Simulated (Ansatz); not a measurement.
cyclo-(H2SiCH2)2 (C2H8Si2). Charge 0, multiplicity 1. Geometry PBE-D4/def2-SVP, basis def2-TZVP, Ansatz.

```
run  HOMO (eV)  LUMO (eV)
  A      -7.65      -0.07
  B      -9.81       1.48
  C      -8.74       0.73
  D      -6.58      -1.08
  E      -6.49      -0.87
  F     -10.29       1.99
```

LC-ωPBE has ω = 0.4 bohr⁻¹.

The runs used BHLYP, LC-ωPBE, LDA (SPW92), PBE, PBE0, ωB97M-V. Estimate which is which.

A PBE0 (25 % exact exchange); B ωB97M-V (range-separated); C BHLYP (50 % exact exchange); D LDA (SPW92) (0 % exact exchange); E PBE (0 % exact exchange); F LC-ωPBE (range-separated). Exact exchange lowers occupied and raises empty levels; among semilocal functionals meta-GGAs tend to open the gap a little, and such runs are hard to tell apart. The gap grows from 5.50 eV (LDA (SPW92)) to 12.28 eV (LC-ωPBE).
